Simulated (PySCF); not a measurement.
**Towards the basis-set limit for IBr**

State: ¹Σ⁺, singlet, closed shell. De refers to I + Br. RHF-based CCSD(T) in PySCF 2.14 with I cc-pVTZ-PP with ECP28, Br cc-pVTZ-PP with ECP10 and I cc-pVQZ-PP with ECP28, Br cc-pVQZ-PP with ECP10 (frozen core orbitals: 18; scalar-relativistic core potentials). Correlation energies are extrapolated as n⁻³ (n = 3, 4), Hartree–Fock as (n+1)·exp(−9√n).

```
      Level  Re (Å)  ωe (cm⁻¹)  ωexe (cm⁻¹)  αe (cm⁻¹)  De (eV)
 CCSD(T)/TZ  2.4997      267.0        0.763   0.000185    1.917
 CCSD(T)/QZ  2.4857      272.1        0.747   0.000183    2.070
     HF/CBS  2.4612      294.6        0.561   0.000152    0.694
    MP2/CBS  2.4612      288.0        0.655   0.000167    2.296
   CCSD/CBS  2.4706      282.3        0.679   0.000172    1.995
CCSD(T)/CBS  2.4784      275.6        0.743   0.000181    2.170
```

Problem. How much is left between CCSD(T)/QZ and the basis-set limit, and how much do the triples give at the limit?

Solution. CCSD(T)/CBS less CCSD(T)/QZ: -7.3 mÅ in Re, +3.5 cm⁻¹ in ωe and +0.100 eV in De. CCSD(T)/CBS less CCSD/CBS: +7.8 mÅ in Re, -6.7 cm⁻¹ in ωe and +0.175 eV in De.

The T1 diagnostic is 0.008. The open-shell atoms are computed with UHF. Spin–orbit coupling, excitations beyond (T) and corrections to the Born–Oppenheimer picture are left out, and spin–orbit coupling matters for open p, d or f shells this heavy.

The whole job (state search and all basis sets along the bond) took about 2.4 min on 4 threads of AMD EPYC 9R14 (shared host), peak memory 3.3 GiB.
